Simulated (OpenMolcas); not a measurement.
## Cr V: from RASSCF to RASPT2

```json
{"Program": "OpenMolcas 26.06", "Basis": "ANO-RCC-VTZP [6s5p3d2f1g]", "Scalar Hamiltonian": "DKH2, point nucleus", "Active space": "8 electrons in 8 orbitals (RAS1 3p, at most 2 holes; RAS2 3d)", "State averaging": "2S+1 = 3 even, 10 roots; 2S+1 = 1 even, 15 roots", "Spin-orbit coupling": "RASSI with atomic mean-field integrals over the reference wave functions, term energies averaged over their components"}
```

Methods on the same reference wave functions:
A. RASSCF
B. SS-RASPT2, IPEA 0.25 Eh, imaginary shift 0.1 Eh (closed shells correlated: 3s)

Energies in cm-1 above 3d2 3F2, the measured ground level; measured values from Sugar and Corliss, J. Phys. Chem. Ref. Data 6, 317 (1977).

```json
{"Level": "3d2 3F2", "A": "0.0", "B": "0.0", "Measured": "0.0"}
{"Level": "3d2 3F3", "A": "532", "B": "534", "Measured": "508"}
{"Level": "3d2 3F4", "A": "1212", "B": "1214", "Measured": "1142"}
{"Level": "3d2 1D2", "A": "14998", "B": "13320", "Measured": "13188"}
{"Level": "3d2 3P0", "A": "18194", "B": "16100", "Measured": "15492"}
{"Level": "3d2 3P1", "A": "18382", "B": "16290", "Measured": "15677"}
{"Level": "3d2 3P2", "A": "18785", "B": "16700", "Measured": "16041"}
{"Level": "3d2 1G4", "A": "25969", "B": "22320", "Measured": "22019"}
{"Level": "3d2 1S0", "A": "54089", "B": "51470", "Measured": "51146"}
```

Deviations, from unrounded energies. A percentage is the sum of absolute deviations over the sum of measured energies, with the sign that they share, or ± where signs differ.

| Against measurement | Levels | A | B |
| --- | --- | --- | --- |
| mean absolute deviation (cm-1) | 8 | 2100 | 340 |
| fine structure of the ground term (%) | 2 | +5.7 | +5.9 |
| other terms of the ground configuration (%) | 6 | +12.6 | +2.0 |

B lies closest to measurement on these levels. The largest miss of B in the table is 3d2 3P2, by +660 cm-1. The ranking rests on the paired levels alone, and a cruder setting can come out closer through cancelling errors.

From A to B the spin-free energies of the other terms of 3d2 shown, above 3F, scale by factors of 0.86 to 0.95, as is usual when dynamic correlation screens the repulsion within a d or f shell.

The lowest spin-free term lies below A's lowest term by 0.215 hartree in B.

CASPT2 does not keep the components of a term degenerate, so their means are used; among the terms shown or strongly mixed into the levels shown the widest spread is 360 cm-1 (3d2 3F, B). Active for correlation alone: 3p; no level in the range computed is led by a configuration that opens it, so any true level of that kind is missing. Without dynamic correlation excited terms often stand tens of per cent too high (terms of higher spin than the ground term too low), and those without a measured partner can miss by more than the paired ones (holds for A). Computed and measured levels are paired by configuration, term and J; levels that our copy of the source lacks, or whose pairing is in doubt (as where it misses far off the trend of its configuration), stay unpaired and out of the deviations. Only configurations of the active space appear.
